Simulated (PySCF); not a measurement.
Isomers of C4H5Cl3Si, one GFN2-xTB conformer each. Single-point energies are computed at PBE0/pcSseg-1 (PySCF, gas phase, no added dispersion term), electronic only.

Task: Rank them by PBE0/pcSseg-1 energy, lowest first (kcal/mol).
A. `[Cl:1][CH:2]([Cl:3])[C:4]1=[CH:5][SiH2:6][C@H:7]1[Cl:8]` with Cl1–C2–C4–C5 107°
B. `[CH:1]#[C:2][Si@@H:3]([CH2:4][Cl:5])[CH:6]([Cl:7])[Cl:8]` with C2–Si3–C4–Cl5 180°, C2–Si3–C6–Cl7 66°
C. `C=C1[SiH2][C@H]1C(Cl)(Cl)Cl`
D. `[SiH3]CC#CC(Cl)(Cl)Cl`

Result: A (0.0), B (9.6), C (27.8), D (29.3).

As drawn, the lowest has a four-membered ring and a C=C bond outside aromatic rings, which the highest lacks; the highest has a C≡C bond, which the lowest lacks. Neighbours under 2.5 kcal/mol apart (C=C1[SiH2][C@H]1C(Cl)(Cl)Cl and [SiH3]CC#CC(Cl)(Cl)Cl) can change places with a better method, another conformer or zero-point energy. GFN2-xTB itself gives, in the same order: 0.0, 25.5, 17.8, 5.4. Both levels put the same isomer lowest; measured from each level's own lowest isomer, the values differ by up to 23.9 kcal/mol ([SiH3]CC#CC(Cl)(Cl)Cl: 5.4 against 29.3).

Task: Which frontier levels, dipoles and rotational constants go with these structures?

Result: 
```csv
SMILES,"HOMO (eV, PBE0/pcSseg-1)",LUMO (eV),dipole (D),"A, B, C (MHz)"
ClC(Cl)C1=C[SiH2][C@H]1Cl,-8.01,-1.41,2.40,"1367, 646.9, 577.6"
C#C[Si@@H](CCl)C(Cl)Cl,-8.15,-0.73,2.26,"1135, 679.6, 570.8"
C=C1[SiH2][C@H]1C(Cl)(Cl)Cl,-7.77,-1.16,2.79,"1320, 882.7, 728.1"
[SiH3]CC#CC(Cl)(Cl)Cl,-7.94,-0.84,3.44,"1538, 456.4, 446.4"
```
